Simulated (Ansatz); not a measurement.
The cluster Ru₂H₂⁻, relaxed as a doublet with UKS PBE0-D4/def2-TZVPD in Ansatz, starting from the GFN2-xTB geometry. Force threshold 0.02 eV/Å.

In the def2 sets Ru takes a core potential; there is no spin–orbit coupling. The charge -1 doublet is spin-contaminated (final ⟨S²⟩ up to 3.64, 0.75 for a pure state). The highest occupied level of the charge -1 doublet lies above zero (up to 0.60 eV). The electron is either unbound and held by the finite basis, or the level is raised by self-interaction error. Another isomer (quartet) lies 1.06 eV lower at PBE0-D4/def2-TZVPD; other spin states weren't run for this one.

Start:

```xyz
4

Ru   -0.8536    0.9286   -0.8753
Ru    0.8514   -0.9328    0.8721
H     1.1813    0.3324   -0.7990
H    -1.1791   -0.3282    0.8021
```

| step | energy (eV) | largest force component (eV/Å) | SCF passes |
| --- | --- | --- | --- |
| 1 | -5193.3174 | 1.658 | 396 |
| 2 | -5193.8997 | 0.989 | 142 |
| 3 (rejected) | -5193.8730 | 1.461 | 251 |
| 4 | -5194.0498 | 0.155 | 217 |
| 5 | -5194.0542 | 0.052 | 218 |
| 6 | -5194.0567 | 0.019 | 203 |
| 7 | -5194.0571 | 0.004 | 207 |
| 8 | -5194.0571 | 0.001 | 188 |

Force components are those of the run's own axes.

End:

```xyz
4

Ru   -0.687    0.766   -0.698
Ru    0.748   -0.803    0.772
H     1.035    0.316   -0.760
H    -1.096   -0.280    0.685
```

By distances, no bond broke or formed. The bond that changes most is Ru1–H3, from 2.12 to 1.78 Å (atoms count from 1).

The force fell under the threshold at step 6, but the optimiser went on. No frequencies were taken in this run, so the end may be a saddle point.

It took 4.4 min on 4 threads of AMD EPYC on a shared host.
